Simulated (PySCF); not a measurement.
SnO₂ + 2 HCl → Sn(OH)₂ + Cl₂

Level: PBE0 in the def2-TZVP basis family, computed in PySCF with density fitting; scalar-relativistic core potentials for atoms from Rb on, none lighter, no spin–orbit coupling; open shells unrestricted.

```json
{"species": "SnO₂", "state and structure": "singlet, D∞h, Sn–O 1.799 Å (×2)", "E (Eh)": "-364.58133", "ZPE (kJ/mol)": "12.2", "H(298 K) − H(0) (kJ/mol)": "12.3", "S° (J/(mol K))": "256.0"}
{"species": "HCl", "state and structure": "singlet, C∞v, H–Cl 1.279 Å", "E (Eh)": "-460.66440", "ZPE (kJ/mol)": "17.9", "H(298 K) − H(0) (kJ/mol)": "8.7", "S° (J/(mol K))": "186.6"}
{"species": "Sn(OH)₂", "state and structure": "singlet, C2v, O–H 0.960 Å (×2), Sn–O 1.981 Å (×2); H–O–Sn 118.8° (×2), O–Sn–O 99.7°", "E (Eh)": "-365.92212", "ZPE (kJ/mol)": "66.8", "H(298 K) − H(0) (kJ/mol)": "14.9", "S° (J/(mol K))": "294.9"}
{"species": "Cl₂", "state and structure": "singlet, D∞h, Cl–Cl 1.982 Å", "E (Eh)": "-920.08940", "ZPE (kJ/mol)": "3.5", "H(298 K) − H(0) (kJ/mol)": "9.1", "S° (J/(mol K))": "222.5"}
```

Question: What is the electronic reaction energy?

Answer: At PBE0/def2-TZVP, ΔE = -266.2 kJ/mol from the differences of the total energies times 2625.5, downhill. 

Question: Add zero-point, thermal and entropy terms for 298.15 K and 1 bar.

Answer: ΔZPE = 22.3 and Δ[H(298) − H(0)] = -5.7 kJ/mol give ΔH° = -249.6 kJ/mol. ΔS° = -111.8 J/(mol K), so ΔG° = -249.6 − 298.15 × (-0.1118) = -216 kJ/mol. ΔG° would change sign near 2230 K if ΔH° and ΔS° stayed fixed.

Each species is the lowest minimum found with this bonding; other isomers or fragments can lie lower.
